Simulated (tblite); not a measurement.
Compound: C8H12 (charge +1 and doublet state).
SMILES with atom numbers: `[CH2+:1][CH:2][C@@:3]12[CH2:4][CH2:5][CH2:6][C@@H:7]1[CH2:8]2` (hydrogens: H9, H10 on C1; H11 on C2; H12, H13 on C4; H14, H15 on C5; H16, H17 on C6; H18 on C7; H19, H20 on C8)

Computed geometry: GFN2-xTB, gas phase. This method treats the open shell by occupation alone, without spin polarisation.

(1) What internal coordinates does the optimisation give?

Answers

(1) 
```csv
bond,length (Å)
C1–C2,1.349
C2–C3,1.436
C3–C4,1.499
C4–C5,1.530
C5–C6,1.529
C6–C7,1.489
C7–C8,1.461
C3–C7,1.638
C3–C8,1.523
C1–H9,1.078
C1–H10,1.077
C2–H11,1.083
C4–H12,1.094
C4–H13,1.094
C5–H14,1.089
C5–H15,1.093
C6–H16,1.093
C6–H17,1.095
C7–H18,1.081
C8–H19,1.080
C8–H20,1.082
```

A selection of angles:
```csv
angle,degrees
C1–C2–C3,125.9
C2–C3–C4,120.3
C2–C3–C7,120.0
C2–C3–C8,121.9
C4–C3–C7,105.6
C4–C3–C8,115.1
C7–C3–C8,54.9
C3–C4–C5,107.1
C4–C5–C6,105.5
C5–C6–C7,106.7
C6–C7–C8,119.6
C3–C7–C6,105.1
C3–C7–C8,58.5
C3–C8–C7,66.6
```

Dihedral angles: C1–C2–C3–C4 -176° (antiperiplanar); C2–C3–C4–C5 154° (antiperiplanar); C3–C4–C5–C6 -28° (synperiplanar); C4–C5–C6–C7 32° (synclinal); C5–C6–C7–C8 39° (synclinal); C6–C7–C8–C3 -90°; C2–C3–C7–C6 -134° (anticlinal); C2–C3–C8–C7 -106° (anticlinal).

Of the pairs four or more bonds apart, C5···H20 is among the closest relative to their van der Waals radii: 2.62 Å, 90 % of the sum of Bondi's values. C2 (carbon bonded to 2 C and H) is planar (angles 125.9°, 118.8° and 115.4°, sum 360.0°, 0.00 Å off the plane of its three neighbours). C1 (carbon bonded to C and 2 H) is planar (angles 123.1°, 120.7° and 116.2°, sum 360.0°, 0.01 Å off the plane of its three neighbours). The 9 C–C bonds span 1.349 Å (C1–C2, drawn single) to 1.638 Å (C3–C7, drawn single), a spread of 0.289 Å. The 5-membered ring C3–C4–C5–C6–C7 has internal angles of 105.1° to 107.1°; it is puckered, 0.14 Å rms from its mean plane, widest ring torsion 32°. The 3-membered ring C3–C7–C8 has internal angles of 54.9° to 66.6°.

Point group: C1 (no symmetry element, even within 0.4 Å). Its GFN2-xTB frequencies are all real (lowest 117 cm⁻¹). Torsions: H–C1–C2–C3 1° and 180°, C1–C2–C3–C4 -176°, C2–C3–C4–C5 154°, C3–C4–C5–C6 -28°, C4–C5–C6–C7 32°, C5–C6–C7–C8 39°.

One conformer stands for the species.
